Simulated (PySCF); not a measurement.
H₃O₂, SMILES O[OH2+], charge +1.

The structure is a stationary point at B3LYP-D3(BJ)/def2-TZVP. The isomer is the one that the SMILES or the coordinates give; other isomers of the formula were not compared.

Method: PySCF with ωB97X/def2-TZVPD.

Symmetry labels are those of the subgroup Cs that the program uses (full group Cs).

Computed valence orbital energies around the gap with their symmetry:
```
orbital  symmetry  energy (eV)
-------  --------  -----------
HOMO−7         A'      -532.70
HOMO−6         A'       -44.18
HOMO−5         A'       -37.70
HOMO−4         A"       -28.79
HOMO−3         A'       -26.61
HOMO−2         A'       -25.42
HOMO−1         A'       -21.47
HOMO           A"       -20.07
LUMO           A'        -6.14
LUMO+1         A'        -4.18
LUMO+2         A"        -2.51
LUMO+3         A'        -2.38
```
